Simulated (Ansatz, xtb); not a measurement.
## Ranking isomers of CH3ISn

3 gas-phase structures of CH3ISn, found in a search over its isomers (lower ones may exist). Each was relaxed with GFN2-xTB:

A. `[CH3][Sn][I]`, a singlet
B. a singlet given by its coordinates
C. `[SnH][CH2]I`, a singlet

B (Å):

```xyz
6

C    -0.4965    0.1667    1.1505
I    -0.1015    1.3370   -0.6701
Sn   -0.3088   -1.5094   -0.3623
H    -1.4559    0.5133    1.5205
H     0.2820    0.4289    1.8566
H     1.4570   -1.6120   -0.0300
```

Close contacts (Å): C1–I2 2.20, C1–Sn3 2.27, I2–Sn3 2.87, C1–H4 1.09, C1–H5 1.08, Sn3–H6 1.80.

Task: Which do you expect lowest at r2SCAN-D4/def2-SVP, and how would the others follow?

Result: Calculated order at r2SCAN-D4/def2-SVP: A (0.0), B (48.1), C (55.1) kcal/mol.

Energies above the lowest of each column, in kcal/mol; the last columns are at PBE0-D3(BJ)/def2-SVP geometries and were run for some of them only (a dash: not run or not comparable):

```tsv
structure	GFN2-xTB	HF/STO-3G	r2SCAN-D4/def2-SVP	PBE0-D3(BJ)/def2-SVP	CCSD(T)/def2-TZVP
A	0.0	0.0	0.0	0.0	0.0
B	49.0	57.6	48.1	47.8	44.4
C	60.5	63.2	55.1	–	–
```

Every level run on A puts it lowest or level with the lowest. Flexible structures stand in one conformer each, not always the lowest. Frequencies (PBE0-D3(BJ)/def2-SVP) were run for A, B alone. Atoms past krypton carry core potentials in the def2 sets, without spin–orbit terms.

Programs: Ansatz 0.2.0, xtb 6.7.1.
